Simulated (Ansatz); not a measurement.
Computed with Ansatz on PBE0-D4/def2-TZVP structures; ΔE is electronic, products minus reactants. CCSD(T)/CBS is the MP2 limit (def2-TZVPP, def2-QZVPP) plus CCSD(T) − MP2 in def2-TZVPP, frozen cores. This one scheme is used for every species. One conformer a species, not always the lowest.

Reaction (ligand exchange at the Si–N bond): `N[SiH2][SiH](O)O` + HCl → `O[SiH](O)[SiH2]Cl` + NH₃

`N[SiH2][SiH](O)O`:

Z-matrix (Å, degrees):
```
Si
Si 1 2.341
N 1 1.734 2 103.2
H 1 1.489 2 111.3 3 -114.3
H 1 1.496 2 112.6 3 125.8
O 2 1.649 1 109.4 3 57.9
O 2 1.653 1 103.2 3 -61.9
H 2 1.486 1 118.0 3 176.2
H 3 1.009 1 117.4 2 57.8
H 3 1.009 1 119.2 2 -165.1
H 6 0.960 2 115.5 1 -38.3
H 7 0.959 2 117.6 1 -179.4
```

HCl:

Cartesian coordinates in Å:
```
Cl -0.634 0.041 -0.068
H 0.634 -0.041 0.068
```

`O[SiH](O)[SiH2]Cl`:

```xyz
10

O     1.851    0.190   -0.487
Si    0.330    0.773   -0.277
O    -0.557    0.842   -1.659
Si   -0.850   -0.725    1.094
Cl   -0.068   -2.590    0.618
H     1.933   -0.759   -0.612
H     0.533    2.130    0.289
H    -0.257    1.421   -2.363
H    -2.313   -0.776    0.854
H    -0.603   -0.506    2.542
```

NH₃:

Cartesian coordinates in Å:
```
N 0.129 -0.140 0.208
H -0.745 0.269 0.515
H 0.701 0.616 -0.148
H -0.085 -0.745 -0.575
```

| level | ΔE (kcal/mol) |
| --- | --- |
| SCS-MP2/def2-QZVPP | -12.9 |
| MP2/CBS(def2) | -13.8 |

What does CCSD(T)/CBS give? (Best estimate.)

Computed: -13.1 kcal/mol. The listed levels differ from it by 0.2, -0.7 kcal/mol.

Largest T1 diagnostic among the species: 0.012.

CCSD(T)/CBS has its own doubt, a few kJ/mol and more with outer-core shells, so smaller differences from it don't rank the levels.
